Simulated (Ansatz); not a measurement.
Coupled-cluster run, C5H14GaNO (`C[CH2][Ga]([O]C)[N](C)C`).

```yaml
crystal:
  periodic: [false, false, false]
  atoms:
    - {symbol: C, position_ang: [1.962026, -1.121112, -2.382471]}
    - {symbol: C, position_ang: [1.954022, -0.608736, -0.946187]}
    - {symbol: Ga, position_ang: [0.169960, -0.123087, -0.290697]}
    - {symbol: O, position_ang: [-1.161626, -0.347004, -1.467824]}
    - {symbol: C, position_ang: [-2.528392, -0.103045, -1.322628]}
    - {symbol: N, position_ang: [-0.166667, 0.512478, 1.387359]}
    - {symbol: C, position_ang: [0.907773, 0.688396, 2.330071]}
    - {symbol: C, position_ang: [-1.444879, 0.885686, 1.931252]}
    - {symbol: H, position_ang: [1.340346, -2.011626, -2.495535]}
    - {symbol: H, position_ang: [2.974177, -1.379126, -2.708374]}
    - {symbol: H, position_ang: [1.569690, -0.376111, -3.077669]}
    - {symbol: H, position_ang: [2.369506, -1.358257, -0.264679]}
    - {symbol: H, position_ang: [2.599186, 0.270067, -0.844418]}
    - {symbol: H, position_ang: [-2.983946, -0.706831, -0.525723]}
    - {symbol: H, position_ang: [-3.035500, -0.362135, -2.258705]}
    - {symbol: H, position_ang: [-2.749813, 0.952251, -1.111711]}
    - {symbol: H, position_ang: [0.759193, 0.080471, 3.235516]}
    - {symbol: H, position_ang: [1.866246, 0.398340, 1.892369]}
    - {symbol: H, position_ang: [0.995818, 1.735807, 2.656621]}
    - {symbol: H, position_ang: [-1.459115, 1.941484, 2.242201]}
    - {symbol: H, position_ang: [-1.696553, 0.287055, 2.820032]}
    - {symbol: H, position_ang: [-2.241452, 0.745067, 1.201199]}
basis:
  gaussian: {orbitals: def2-SVP}
correlation: {method: ccsd_t}
```

```sh
$ ansatz run in.yaml --threads 2 --pin off --events-out ev --progress --plain --max-ram 22528MiB --backend cuda --devices 0, --max-vram 18GiB
```

Log, shortened:

```
Functional definition: HF
2047 factors; integrals over basis functions are off by at most 1.4e-3 eV
mean field evaluation 1: about -61208.6147 eV, gradient 4.7e1 eV
mean field evaluation 2: about -61208.6235 eV, gradient 4.7e1 eV
mean field evaluation 4: about -61214.1183 eV, gradient 5.8e0 eV
mean field evaluation 8: about -61214.2088 eV, gradient 4.1e-4 eV
mean field -61214.20879846 eV, -2249.5806808624 hartree, gradient 2.4e-6 eV, S^2 0.000000; 0 other end points of the search recorded, 0 dependent functions left out
16 core orbitals not correlated: weight in the atoms' cores, before any rotation towards them, 1.000 or more for the frozen orbitals, at most 0.000 for the correlated occupied ones
reference -61214.20879846 eV, -2249.5806808624 hartree; 29, 29 occupied and 155, 155 virtual orbitals, 2047 factors
second order -35.14059365 eV of doubles, -0.00000000 eV of singles
cycle   1  -35.95506020 eV  change   -8.1e-1 eV  update   1.4e-1
cycle   2  -36.95869159 eV  change    -1.0e0 eV  update   4.2e-2
cycle   3  -37.19402912 eV  change   -2.4e-1 eV  update   2.4e-2
cycle   4  -37.18599015 eV  change    8.0e-3 eV  update   6.6e-3
cycle   5  -37.18482378 eV  change    1.2e-3 eV  update   3.4e-3
cycle   6  -37.18459061 eV  change    2.3e-4 eV  update   1.1e-3
cycle   7  -37.18386032 eV  change    7.3e-4 eV  update   3.9e-4
cycle   8  -37.18378877 eV  change    7.2e-5 eV  update   1.4e-4
cycle   9  -37.18380276 eV  change   -1.4e-5 eV  update   4.8e-5
perturbative correction -1.12054220 eV, -0.0411791662 hartree
Total energy: -61252.51314342 eV, -2250.9883395759 hartree
```

It took 7.5 s on 2 threads of an AMD EPYC 7R13 on a shared host and a share of an NVIDIA H100 80 GB, with 1.3 GiB of host memory at the peak.

Correlation energy per correlated electron: -0.660 eV. T1 diagnostic: 0.0125.
